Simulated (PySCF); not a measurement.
(H2Ga-mu-F)3.
Geometry (PBE0-D3(BJ)/def2-SVP, Å), atoms numbered from 1 in this order:
```
atom  x, y, z in Å
Ga1   -0.228   -2.126   -0.025
H2     1.147   -2.853   -0.001
H3    -1.717   -2.574   -0.064
F4    -0.127   -0.819    1.387
Ga5   -0.006    1.043    1.861
H6    -1.465    1.475    2.189
H7     1.377    1.201    2.555
F8     0.281    1.575    0.033
Ga9    0.262    1.063   -1.823
H10   -1.087    1.598   -2.384
H11    1.749    1.120   -2.277
F12   -0.069   -0.787   -1.400
```

Level of theory: TDDFT B3LYP/def2-SVPD, vertical, gas phase, core orbitals frozen in the response in PySCF. Note that the optimisation stopped short of convergence; the values belong to its last geometry. The B3LYP/def2-SVPD calculation is non-relativistic and has no spin–orbit coupling, an omission that weighs most on gallium.

Frontier orbitals with the atoms that hold most of them (Löwdin shares over 4%, at most four atoms; ? is withheld):

```
orbital  ε (eV)                               atoms
 LUMO+2   -0.39   Ga1 16%, Ga9 16%, Ga5 16%, F12 7%
 LUMO+1   -0.73   Ga1 30%, Ga9 18%, F12 10%, Ga5 9%
   LUMO   -0.73    Ga5 29%, Ga9 19%, F8 10%, Ga1 8%
   HOMO   -8.44                                   ?
 HOMO-1   -8.71  Ga9 24%, H11 17%, H10 17%, Ga5 12%
 HOMO-2   -8.71    Ga1 24%, H2 17%, H3 17%, Ga5 13%
 HOMO-3  -10.23    Ga1 23%, F12 14%, H2 12%, H3 12%
```

Task: Which atoms hold the HOMO, and with what shares?

Result: Ga1 (bonded to 2 F and 2 H) 12%; Ga9 (bonded to 2 F and 2 H) 12%; Ga5 (bonded to 2 F and 2 H) 12%; H6 (bonded to Ga) 9%. By element: gallium 35%, hydrogen 9% or more.

Within 0.005 eV of a neighbour in this list lie HOMO-2/HOMO-1 and LUMO/LUMO+1.

Task: The HOMO–LUMO gap is 7.71 eV. Where does the response calculation put the lowest singlet, and from which orbitals?

Result: S1 is at 6.80 eV (f = 0.0000), 0.91 eV below the gap, made of HOMO→LUMO/LUMO+1 (≥80%), HOMO-2/HOMO-1→LUMO/LUMO+1 (≥17%). S1/S2 lie within about 0.01 eV of each other. Without the coupling terms of the response equations the lowest excitation would equal the gap.

Next come S2 at 6.80 eV (f 0.0000), HOMO→LUMO/LUMO+1 (≥80%), HOMO-2/HOMO-1→LUMO/LUMO+1 (≥17%); S3 at 6.98 eV (f 0.0000), HOMO-2/HOMO-1→LUMO/LUMO+1 (≥84%); S4 at 7.17 eV (f 0.0002), HOMO→LUMO+2 (79%); S5 at 7.23 eV (f 0.0000), HOMO-2/HOMO-1→LUMO/LUMO+1 (≥62%), HOMO→LUMO/LUMO+1 (≥15%).

Orbitals of the list HOMO-3 to LUMO+2 that lie within 0.01 eV of each other are written together with a slash and their weights summed (≥ marks a lower bound); for degenerate orbitals outside that list single weights are arbitrary.

One conformer stands for the species.
